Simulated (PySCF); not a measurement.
Compound: C7H11ClN2.
SMILES with atom numbers: `[CH3:1][CH2:2][CH2:3][c:4]1[cH:5][c:6]([Cl:7])[n:8]([CH3:9])[n:10]1` (hydrogens: H11, H12, H13 on C1; H14, H15 on C2; H16, H17 on C3; H18 on C5; H19, H20, H21 on C9)

Theory: PBE0-D3(BJ)/def2-SVP geometry optimisation, gas phase in PySCF.

**Question.** List the bond lengths, angles and torsions at this level.

**Answer.** 
```csv
bond,length (Å)
C1–C2,1.520
C2–C3,1.531
C3–C4,1.494
C4–C5,1.416
C5–C6,1.380
C6–Cl7,1.708
C6–N8,1.355
N8–C9,1.439
N8–N10,1.336
C4–N10,1.329
"C1–H11, C1–H12, C1–H13",1.101
"C2–H14, C2–H15",1.104
"C3–H16, C3–H17",1.102
C5–H18,1.087
"C9–H19, C9–H20, C9–H21",1.099
```

Bonds in one row agree within 0.01 Å and their mean is given. A selection of angles:
```csv
angle,degrees
C1–C2–C3,113.5
C2–C3–C4,113.4
C3–C4–C5,127.9
C3–C4–N10,121.0
C5–C4–N10,111.0
C4–C5–C6,103.7
C5–C6–Cl7,130.8
C5–C6–N8,107.8
Cl7–C6–N8,121.3
C6–N8–C9,127.8
C6–N8–N10,111.3
C9–N8–N10,120.9
C4–N10–N8,106.2
```

Dihedral angles: C1–C2–C3–C4 -63° (synclinal); C2–C3–C4–C5 -70° (synclinal). The mirror-image conformer, all signs reversed, is as good.

The C–C distances run from 1.380 Å (C5–C6, aromatic) to 1.531 Å (C2–C3, drawn single), a spread of 0.151 Å. N8 (pyrrole-type nitrogen) is planar (angles 127.8°, 120.9° and 111.3°, sum 360.0°, 0.00 Å off the plane of its three neighbours). Of the pairs four or more bonds apart, C4···H11 is among the closest relative to their van der Waals radii: 2.77 Å, 96 % of the sum of Bondi's values. N10 (pyridine-type nitrogen) is bent (angle 106.2°). The 5-membered ring C4–C5–C6–N8–N10 has internal angles of 103.7° to 111.3° (sum 540°, against 540° for a flat polygon); it is planar, 0.00 Å rms from its mean plane, widest ring torsion 0°. The 3 C–N bonds span 1.329 Å (C4–N10, aromatic) to 1.439 Å (N8–C9, drawn single), a spread of 0.110 Å.

Point group: C1 (no symmetry element, even within 0.4 Å). Stationary, but not proved a minimum. The numbers are those of one conformer.
